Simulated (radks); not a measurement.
The numbers below are computed, except where a source is named.
N+, 6 electrons, occupied as [He] 2s2 2p2.

Code: a radial shooting solver on a logarithmic mesh with Libxc functionals. Model: Dirac Kohn-Sham, OLYP, spin-unpolarised, spherical densities, point nucleus; open shells fill j = l - 1/2 first.

Energy parts (hartree):
| part | energy |
|---|---|
| total | -54.00982 |
| kinetic | 53.93969 |
| electron-nucleus | -123.96376 |
| Hartree | 22.26233 |
| exchange-correlation | -6.24807 |

Orbitals (lengths in bohr, moments of r in powers of bohr; <r^-3> diverges for s and p1/2; r(max) is where P^2 peaks; r(90%) holds 90 % of the orbital's charge):
| orbital | occ. | eigenvalue (hartree) | r(max) | <r> | <r^-3> | r(90%) | small-component weight |
|---|---|---|---|---|---|---|---|
| 1s1/2 | 2 | -14.78032 | 0.1483 | 0.2290 | - | 0.410 | 5.89e-04 |
| 2s1/2 | 2 | -1.19823 | 0.9888 | 1.241 | - | 1.96 | 7.04e-05 |
| 2p1/2 | 2 | -0.75685 | 0.9273 | 1.283 | - | 2.17 | 5.83e-05 |
| 2p3/2 | 0 | -0.75599 | 0.9281 | 1.284 | 3.784 | 2.17 | 5.82e-05 |

The highest occupied level is 2p1/2 at -20.595 eV. For comparison, the ionisation energy in NIST's Atomic Spectra Database is 29.601 eV (semi-empirical). In exact Kohn-Sham theory the highest level is minus the ionisation energy, but local and semilocal functionals leave it too shallow, through self-interaction and a potential that decays too fast; potentials with the right tail come closer. Summed over all electrons, <r^2> = 8.008 bohr^2, which gives a Langevin (diamagnetic) susceptibility term of -6.34 x 10^-6 cm^3/mol. The density falls to 0.001 e/bohr^3 at r = 3.03 bohr.

Beside tabulated values, note that spin-unpolarised runs miss the spin-polarisation part of the exchange energy of open shells.
